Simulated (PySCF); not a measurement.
## Structure from NMR data

An unknown has the formula CH12OSi4. Its calculated NMR data are:

¹H NMR (400 MHz, computed): δ 5.07 (s, 3H), 4.20 (s, 9H).

¹³C{¹H} NMR (computed): δ 50.4 (C).

[PySCF: coordinates at the GFN2-xTB level; PBE0/pcSseg-1 with gauge-including orbitals; non-relativistic Hamiltonian; no solvent model; one computed conformer; fast rotation and ring inversion assumed for equivalent nuclei]

Shifts are taken against calculated references (same method and geometry level): TMS for ¹H and ¹³C.

Question: What is the structure?

Answer: 
- The formula gives 0 degrees of unsaturation.
- Carbon types of the structure: 1 × C, leaving 12 H on heteroatoms.
- δC 50.4: fully substituted sp3 carbon bonded to O and 3 Si; the inductive effect lowers its shielding.
- δH 5.07: hydrogen on a silicon bonded to O.
- δH 4.20: hydrogen on a silicon bonded to C.

Structure: `[SiH3]OC([SiH3])([SiH3])[SiH3]`.

The shifts were computed for this structure.

Shifts are as computed. Against solution values, carbons near 30 ppm lie about +3 ppm off and those near 130 ppm about +5 ppm. Of 1309 compounds with measured shifts, 239 miss one by over three times the rms of a fit or turn the order of signals round; such compounds aren't used in these exercises. No couplings were computed; multiplicities are counted from neighbouring protons, with m where these are inequivalent, close in shift, in a saturated or five-membered ring or joined by F or P, and br s for small geminal =CH2 splittings.
